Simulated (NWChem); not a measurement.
The numbers come from NWChem runs, not from measurements. System: CH₂Cl, charge 0, spin multiplicity 2, at a geometry optimised with UPBE/def2-SVP. The structure started from a generated list of species. Its SCF solution wasn't tested for a lower state. Level: UB2PLYP/STO-3G, 6 core orbitals frozen.

Job file:

```
start mol
memory heap 200 mb stack 900 mb global 1100 mb
geometry units angstroms nocenter noautoz
  C      0.000000     0.000000    -1.118342
  Cl     0.000000     0.000000     0.587217
  H      0.967986     0.000000    -1.636316
  H     -0.967986     0.000000    -1.636316
  symmetry group C2v
end
basis spherical
  * library sto-3g
end
dft
  xc hfexch 0.53 becke88 0.47 lyp 0.73 mp2 0.27
  dftmp2
  odft
  mult 2
  semidirect memsize 60000000 filesize 0
  iterations 100
end
mp2
  freeze core 6
end
task dft energy
```

NWChem printed:

```
             Northwest Computational Chemistry Package (NWChem) 7.3.0
             --------------------------------------------------------

                                NWChem Input Module
                                -------------------

 Scaling coordinates for geometry "geometry" by  1.889725989
 (inverse scale =  0.529177249)

 Turning off AUTOSYM since
 SYMMETRY directive was detected!

                             Geometry "geometry" -> ""
                             -------------------------

 Output coordinates in angstroms (scale by  1.889725989 to convert to a.u.)

  No.       Tag          Charge          X              Y              Z
 ---- ---------------- ---------- -------------- -------------- --------------
    1 C                    6.0000     0.00000000     0.00000000    -1.11834200
    2 Cl                  17.0000     0.00000000     0.00000000     0.58721700
    3 H                    1.0000     0.96798600     0.00000000    -1.63631600
    4 H                    1.0000    -0.96798600     0.00000000    -1.63631600

 Effective nuclear repulsion energy (a.u.)      45.1236850837

            Nuclear Dipole moment (a.u.)
            ----------------------------
        X                 Y               Z
 ---------------- ---------------- ----------------
     0.0000000000     0.0000000000     0.0000094486

      Symmetry information
      --------------------

 Group name             C2v
 Group number             16
 Group order               4
 No. of unique centers     3

      Symmetry unique atoms

     1    2    3


 Summary of "ao basis" -> "" (spherical)
 ------------------------------------------------------------------------------
       Tag                 Description            Shells   Functions and Types
 ---------------- ------------------------------  ------  ---------------------
 *                           sto-3g                   on all atoms

  dft_input: which_mp2 not specified, using semidirect MP2 by default.

                                 NWChem DFT Module
                                 -----------------

 Summary of "ao basis" -> "ao basis" (spherical)
[...]
     2   0 2 0    -13.620949     -7.565358     -6.055591      0.000000
     2   0 1 1      0.000000      0.000000      0.000000      0.000000
     2   0 0 2    -12.430251    -41.885561    -37.399292     66.854601

                   NWChem MP2 Semi-direct Energy/Gradient Module
                   ---------------------------------------------

  Basis functions       =     16
  Molecular orbitals    =     16
  Frozen core           =      6
  Frozen virtuals       =      0
  Active alpha occupied =      7
  Active beta occupied  =      6
  Active alpha virtual  =      3
  Active beta virtual   =      4
  Use MO symmetry       = T
  Use skeleton AO sym   = T

  AO/Fock/Back tols     =   1.0D-09  1.0D-09  1.0D-09

 GA uses MA = F    GA memory limited = T

 Available:
  local mem=  4.43D+07
 global mem=  1.44D+08
 local disk=  0.00D+00
  mp2_memr nvloc                     3
  nvloc new                     3
   1 passes of   7:        2097152                        715                     10108.
   1 passes of   7: M     44325606           G      144178688           F      42228454.

 Semi-direct pass number   1 of   1  for UHF alpha       at        0.2s
  vrange nnbf                   135
  mp2_eaftype                    10  avail_ma_in_mb                   386
 EAF : mp2_eaftype filesize          10       5054.
  mp2_eaf for mointskh                     10
Node 0 wrote      0.0 Mb in      0.0 s     Agg I/O rate:  1034.5 Mb/s
 Done moints_semi at        0.2s
  mp2_eaftype                    10  avail_ma_in_mb                   386
 EAF : mp2_eaftype filesize          10       5054.
  mp2_eaf for kh                    10
 Done maket at        0.2s
 Done multipass loop at        0.2s

 GA uses MA = F    GA memory limited = T

 Available:
  local mem=  4.43D+07
 global mem=  1.44D+08
 local disk=  0.00D+00
  mp2_memr nvloc                     4
  nvloc new                     4
   1 passes of   6:        2097152                        742                     11485.
   1 passes of   6: M     44325606           G      144178688           F      42228454.

 Semi-direct pass number   1 of   1  for UHF beta        at        0.2s
  vrange nnbf                   135
  mp2_eaftype                    10  avail_ma_in_mb                   386
 EAF : mp2_eaftype filesize          10       5743.
  mp2_eaf for mointskh                     10
Node 0 wrote      0.0 Mb in      0.0 s     Agg I/O rate:  1224.8 Mb/s
 Done moints_semi at        0.2s
  mp2_eaftype                    10  avail_ma_in_mb                   386
 EAF : mp2_eaftype filesize          10       5743.
  mp2_eaf for kh                    10
 Done maket at        0.2s
 Done multipass loop at        0.2s

          -------------------------------------------
          DFT energy                    -493.685419562426
          Unscaled MP2 energy             -0.060558185368
          Total DFT+MP2 energy          -493.701770272475
          -------------------------------------------

 -----------------------
 Performance information
 -----------------------

 Timer overhead =  9.66D-08 seconds/call

               Nr. of calls         CPU time (s)                 Wall time (s)                GFlops
             ---------------    -------------------     ------------------------------   -------------------
Name         Min   Avg   Max    Min     Avg     Max     Min     Avg     Max   Mx/calls   Min     Max     Sum
mp2: moin     2     2     2   3.35E-2 3.35E-2 3.35E-2  3.35E-2 3.35E-2 3.35E-2 1.68E-2   0.0     0.0     0.0
mp2: make     2     2     2   3.47E-4 3.47E-4 3.47E-4  3.47E-4 3.47E-4 3.47E-4 1.73E-4   0.0     0.0     0.0
mp2: tota     1     1     1   3.90E-2 3.90E-2 3.90E-2  3.90E-2 3.90E-2 3.90E-2 3.90E-2   0.0     0.0     0.0

 The average no. of pstat calls per process was 5.00D+00
 with a timing overhead of 4.83D-07s

 Task  times  cpu:        0.2s     wall:        0.2s

 Total times  cpu:        0.2s     wall:        0.2s
```
